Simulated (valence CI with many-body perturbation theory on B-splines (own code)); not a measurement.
The numbers below are computed, except where a source is named.
## Sensitivity of CI+MBPT for K XV

Method: valence CI with perturbative core correlation (CI+MBPT): three valence electrons over a frozen Dirac-Fock core [He], radial functions for each j: 6 s, 6 p, 5 d, 3 f, 1 g, with the one-electron correlation potential Σ1, the two-electron term Σ2, the three-electron term Σ3, Breit, model QED; selected CI, second order for the rest, scaled by the run's own slope (own B-spline code, finite nucleus).

No measured levels were compared; by estimate levels of excited configurations hold to 0.05 to 0.15 % of their energy, terms of the ground configuration to about 0.5 %.

The reference run has the lowest level 2s2 2p 2P°_1/2 and an ionisation energy of 860.915 eV. Its largest variational space holds 4098 state functions.

Reference levels: 2s2 2p 2P°_3/2 29007, 2s 2p2 4P_1/2 247871, 2s 2p2 4P_3/2 259100, 2s 2p2 4P_5/2 273717, 2s 2p2 2D_3/2 444224, 2s 2p2 2D_5/2 445849, 2s 2p2 2S_1/2 553427, 2s 2p2 2P_1/2 588798, 2s 2p2 2P_3/2 599561, 2p3 4S°_3/2 774925, 2p3 2D°_3/2 874606, 2p3 2D°_5/2 877717 cm⁻¹.

Q: Rank these changes by the mean size of the shift of these levels, smallest first.
A. size limit of the variational space 10000 → 6000; three-electron term on → off
B. lowest core n in screening and Σ2 1 → 3; core polarisation of operators on → off
C. logarithmic knot step 0.27 → 0.33

A: C (14 cm⁻¹), A (200 cm⁻¹), B (1200 cm⁻¹).
